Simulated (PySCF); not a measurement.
**EPR parameters of C4H8ClSi**

Compound: C4H8ClSi (doublet state).
Atom-mapped SMILES: `[CH2:1]=[CH:2][C:3]([Cl:4])[CH2:5][SiH3:6]` (hydrogens: H7, H8 on C1; H9 on C2; H10, H11 on C5; H12, H13, H14 on Si6)

Cartesian coordinates in Å at the GFN2-xTB level; atoms count from 1:
```xyz
14
C4H8ClSi angstrom
C     -2.3998    1.1674    0.0156
C     -1.2640    0.7271    0.6216
C     -0.5837   -0.4547    0.3569
Cl    -1.1410   -1.4993   -0.8933
C      0.6731   -0.8552    1.0076
Si     2.1862   -0.2935   -0.0495
H     -2.8765    0.6018   -0.7643
H     -2.8570    2.0951    0.3039
H     -0.8280    1.3333    1.4065
H      0.7387   -0.4011    1.9961
H      0.7186   -1.9376    1.1260
H      2.0910   -0.9097   -1.3693
H      2.1465    1.1649   -0.1447
H      3.3953   -0.7390    0.6448
```

The hyperfine couplings belong to this conformer and change with its torsions.

Computed, not measured: UKS B3LYP, pcH-1 on C Cl H Si, non-relativistic, mean-field spin-orbit, GIAO (PySCF 2.14.0). One conformer (not necessarily the lowest) at the GFN2-xTB geometry, without solvent, vibrations or thermal averaging. A GFN2-xTB geometry isn't a minimum of the functional, and hyperfine couplings can be far from their values at a DFT geometry. No stability test was run, so a lower SCF solution isn't excluded. ⟨S²⟩ is 0.773 where a pure state has 0.75.

* g1, g2, g3: 2.00179, 2.00447, 2.00622
* g_iso: 2.00416
* Form of g: rhombic: the two nearest values differ by 39 % of g3 − g1
* ⟨S²⟩: 0.7734 (exact 0.7500)
* α and β electrons: 32, 31
* HOMO–LUMO gap, α and β orbitals: 5.47, 5.39 eV
* Total energy: -906.90501 Eh

Hyperfine couplings atom by atom, in 10⁻⁴ cm⁻¹; T1 to T3 are the principal values of the dipolar part; ρ(0) is the spin density at the nucleus (1 × 10⁻⁴ cm⁻¹ = 2.998 MHz):

| atom | isotope | a_iso | of which spin–orbit | T1 | T2 | T3 | Mulliken spin population | ρ(0) (bohr⁻³) |
| --- | --- | --- | --- | --- | --- | --- | --- | --- |
| C1 | 13C | 16.1 | 0.0 | -15.4 | -14.8 | 30.3 | 0.61 | 0.0431 |
| C2 | 13C | -15.3 | 0.0 | -9.0 | 3.5 | 5.5 | -0.24 | -0.0407 |
| C3 | 13C | 23.3 | 0.1 | -18.1 | -17.7 | 35.8 | 0.59 | 0.0618 |
| Cl4 | 35Cl | 0.8 | 0.0 | -5.4 | -2.9 | 8.3 | 0.04 | 0.0055 |
| C5 | 13C | -6.6 | 0.0 | -0.9 | -0.1 | 0.9 | -0.04 | -0.0176 |
| Si6 | 29Si | -25.0 | 0.0 | -4.8 | 2.3 | 2.5 | 0.05 | 0.0844 |
| H7 | 1H | -12.3 | 0.0 | -6.4 | -0.4 | 6.8 | -0.03 | -0.0082 |
| H8 | 1H | -12.7 | 0.0 | -7.5 | -0.1 | 7.6 | -0.03 | -0.0085 |
| H9 | 1H | 3.4 | 0.0 | -1.7 | -0.5 | 2.2 | 0.01 | 0.0023 |
| H10 | 1H | 6.8 | 0.0 | -1.0 | -0.9 | 1.9 | 0.01 | 0.0046 |
| H11 | 1H | 13.5 | 0.0 | -1.1 | -0.8 | 1.9 | 0.02 | 0.0090 |
| H12 | 1H | -0.6 | 0.0 | -0.6 | -0.3 | 0.9 | 0.00 | -0.0004 |
| H13 | 1H | -0.9 | 0.0 | -0.7 | -0.3 | 1.0 | 0.00 | -0.0006 |
| H14 | 1H | 4.8 | 0.0 | -0.5 | -0.2 | 0.7 | 0.01 | 0.0032 |

The Mulliken spin populations are largest on C1 (+0.61), C3 (+0.59) and C2 (-0.24). The positive populations add up to 1.33 and the negative ones to -0.33, together 2S = 1. The angles at C1 add up to 360.0°, so it is planar.

The SMILES `C=C[C](Cl)C[SiH3]` draws the unpaired electron on C3, whose computed spin population is only +0.59.

Axes: g2 points within 4° of the C1–H7 bond.

Under fast tumbling the dipolar parts average out, and these isotropic splittings remain: 1 × 1H (H8, I = 1/2, 2 lines) with 1.35 mT, 1 × 1H (H7, I = 1/2, 2 lines) with 1.31 mT, 2 × 1H (H10/H11, I = 1/2, 3 lines) with 1.08 mT, 1 × 1H (H9, I = 1/2, 2 lines) with 0.37 mT, 3 × 1H (H12/H13/H14, I = 1/2, 4 lines) with 0.12 mT and 1 × 35Cl (Cl4, I = 3/2, 4 lines) with 0.08 mT.

Class means assume fast exchange of nuclei equivalent by connectivity; if that motion is slow, each nucleus keeps its own coupling. The three 1H nuclei of mean +3.3 MHz run from -2.7 to 14.5 MHz in the frozen geometry. The 1H value of +30.4 MHz is a mean of couplings from 20.4 to 40.4 MHz in this one geometry, not an average over conformers.

Main isotope only: 35Cl (natural samples also hold 24 % 37Cl, magnetic too, which adds its own pattern).

The 13C coupling of C3 (69.7 MHz) shows only in satellite lines or after enrichment, since that isotope makes up about 1.07 % of natural carbon.

The 29Si coupling of Si6 (-74.9 MHz) shows only in satellite lines or after enrichment, since that isotope makes up about 4.7 % of natural silicon.
